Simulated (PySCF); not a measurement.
**Tc²⁺: ionisation energy**

Tc²⁺ [Kr] 4d5 (6S) → Tc³⁺ [Kr] 4d4 (5D), as a difference of total energies. Calculation: PySCF 2.14, in x2c-TZVPPall with one added diffuse shell each of s, p, d, f type (9s7p7d3f1g, 95 functions); the spin-free X2C one-electron Hamiltonian (Gaussian nucleus). Correlated levels: valence: [Kr] frozen; valence and next inner shell: [Ar] 3d10 frozen. The calculations carry no spin-orbit coupling.

```json
{"method": "UHF", "ionisation energy (eV)": "28.799"}
{"method": "LDA", "ionisation energy (eV)": "30.200"}
{"method": "PBE", "ionisation energy (eV)": "30.002"}
{"method": "PBE0", "ionisation energy (eV)": "29.943"}
{"method": "r2SCAN", "ionisation energy (eV)": "29.990"}
{"method": "CAM-B3LYP", "ionisation energy (eV)": "29.740"}
{"method": "revPBE", "ionisation energy (eV)": "29.940"}
{"method": "LC-wPBE", "ionisation energy (eV)": "29.829"}
{"method": "BP86", "ionisation energy (eV)": "30.017"}
{"method": "MP2 (valence)", "ionisation energy (eV)": "29.442"}
{"method": "SCS-MP2 (valence)", "ionisation energy (eV)": "29.013"}
{"method": "MP2 (valence and next inner shell)", "ionisation energy (eV)": "29.804"}
{"method": "SCS-MP2 (valence and next inner shell)", "ionisation energy (eV)": "29.436"}
```

A first-order spin-orbit estimate (lowest level to lowest level, LS coupling) adds -0.199 eV.

Errors of the correlated levels include the incompleteness of this basis and the frozen core.

Which method comes closest to the reference value, and which is furthest?

The reference is 29.55 eV (semi-empirical (NIST evaluation); NIST Atomic Spectra Database, ionization energies). Closest: CAM-B3LYP (error -0.009 eV); furthest: UHF (error -0.950 eV), both after the spin-orbit estimate.
